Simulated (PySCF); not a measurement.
## B: excitation energy

B [He] 2s2 2p1 (2P) → B [He] 2s1 2p1 3d1 (high-spin determinant), as a difference of total energies. All numbers are calculated (PySCF 2.14, scalar relativity by spin-free X2C-1e, in x2c-TZVPPall with one added diffuse shell each of s, p, d type (6s4p3d1f, 40 functions)). Correlated levels: valence: 1s2 frozen. The calculations carry no spin-orbit coupling.

```csv
method,excitation energy (cm⁻¹)
UHF,87812
MP2 (valence),96280
SCS-MP2 (valence),98335
CCSD (valence),99998
CCSD(T) (valence),100250
```

The upper state lies above the first ionisation limit, but in LS coupling its spin forbids autoionisation to the ground ion. A Rydberg-like electron needs more diffuse functions than a valence basis has.

The promoted electron is Rydberg-like, and one or two diffuse shells describe it only roughly, which tends to raise the upper state.

The determinant of the upper state mixes LS terms, which raises its energy above the lowest term, most at the Hartree-Fock and MP2 levels.
